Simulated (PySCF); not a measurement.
## Radial density of Cr+ (chromium, charge +1)

BHandHLYP, [Ar] 3d4 4s1, high-spin 6D determinant (an excited configuration). Calculation: PySCF 2.14, in ANO-RCC-VTZP (6s5p3d2f1g, 59 functions); the spin-free X2C one-electron Hamiltonian (Gaussian nucleus).

```csv
r (bohr),4πr²ρ (e/bohr),4πr²(ρα − ρβ)
0.000867,0.1252,0.0001
0.00146,0.3202,0.0001
0.00245,0.8056,0.0004
0.00413,1.972,0.0009
0.00694,4.610,0.0021
0.0117,9.930,0.0045
0.0196,18.53,0.0080
0.0330,27.14,0.0100
0.0556,27.52,0.0055
0.0935,21.89,0.0081
0.157,28.32,0.0907
0.264,27.50,0.4569
0.445,10.89,1.7153
0.748,13.35,3.1931
1.26,6.872,2.3134
2.12,1.302,1.0097
3.56,0.3346,0.3327
5.99,0.01601,0.0160
```

Densities and radii are taken from the X2C orbitals without a picture-change correction, which distorts them close to the nucleus.
